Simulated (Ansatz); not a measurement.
Consider the ligand exchange at the Si–C bond: `F[SiH](Cl)C[SiH3]` + `[AlH2][SeH]` → `[AlH2][Se][SiH3]` + `C[SiH](F)Cl`.

Calculated with Ansatz (gas phase, PBE0-D4/def2-TZVP geometries, no zero-point term in ΔE). CBS: MP2 limit from def2 TZ/QZ plus the TZ coupled-cluster correction, frozen cores. Functionals use def2-TZVPP. B3LYP here is the variant with VWN-RPA as its local correlation; programs differ in this. For Se outer-core shells are correlated without core-valence functions, which leaves a few kJ/mol of doubt a bond. Scalar relativity is left out up to krypton. Each species was taken in one conformer, which may not be the lowest.

| level | ΔE (kJ/mol) |
| --- | --- |
| PBE-D4 | -63.4 |
| PBE0-D4 | -64.9 |
| B3LYP | -62.0 |
| HF/CBS(def2) | -65.1 |

**Question.** What does CCSD(T)/CBS give? (An estimate is asked.)

**Answer.** The calculation gave: -64.0 kJ/mol. The listed levels differ from it by 0.6, -0.9, 2.0, -1.1 kJ/mol.

Largest T1 diagnostic among the species: 0.011.
